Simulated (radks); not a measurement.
All-electron atom: Pr2+ in [Xe] 4f3 (the NIST ground configuration). Calculated with a radial shooting solver on a logarithmic mesh with Libxc functionals: scalar-relativistic Kohn-Sham, revPBE, spin-polarised, spherical densities, point nucleus; open shells are filled with parallel spins first (spin-orbit coupling, left out, can overturn this in heavy ions).

Normalised radial functions P(r) = r R(r), r in bohr:

r	5s down	5p down	5d up
0.001157	0.0394	0.0009	0.0000
0.001568	0.0505	0.0015	0.0000
0.002125	0.0640	0.0026	0.0000
0.002857	0.0797	0.0043	0.0000
0.003872	0.0979	0.0073	0.0001
0.005247	0.1170	0.0122	0.0001
0.007111	0.1345	0.0203	0.0003
0.009638	0.1456	0.0331	0.0008
0.01306	0.1432	0.0529	0.0018
0.01756	0.1189	0.0808	0.0039
0.0238	0.0622	0.1184	0.0084
0.03225	-0.0290	0.1611	0.0175
0.04371	-0.1393	0.1951	0.0346
0.05924	-0.2243	0.1946	0.0638
0.08029	-0.2142	0.1265	0.1069
0.108	-0.0635	-0.0186	0.1554
0.1463	0.1888	-0.2025	0.1881
0.1983	0.3445	-0.2923	0.1623
0.2687	0.1813	-0.1498	0.0442
0.3642	-0.2508	0.1918	-0.1414
0.4936	-0.5130	0.4377	-0.2831
0.6689	-0.2038	0.2692	-0.2446
0.8994	0.4612	-0.2469	-0.0045
1.219	0.9262	-0.7411	0.3355
1.652	0.8622	-0.8639	0.5996
2.239	0.4799	-0.6202	0.6679
3.034	0.1596	-0.2870	0.5435
4.112	0.0296	-0.0827	0.3315
5.529	0.0027	-0.0133	0.1398
7.493	0.0001	-0.0009	0.0337
10.15	0.0000	0.0000	0.0040

5s down: eigenvalue -50.842 eV, 4 radial nodes at r = 0.0296, 0.117, 0.308, 0.737 bohr, <r> = 1.51 bohr, 90 % of the charge inside 2.18 bohr. 5p down: eigenvalue -33.426 eV, 3 radial nodes at r = 0.105, 0.310, 0.790 bohr, <r> = 1.76 bohr, 90 % of the charge inside 2.57 bohr. 5d up (empty): eigenvalue -13.668 eV, 2 radial nodes at r = 0.291, 0.903 bohr, <r> = 2.63 bohr, 90 % of the charge inside 4.03 bohr.
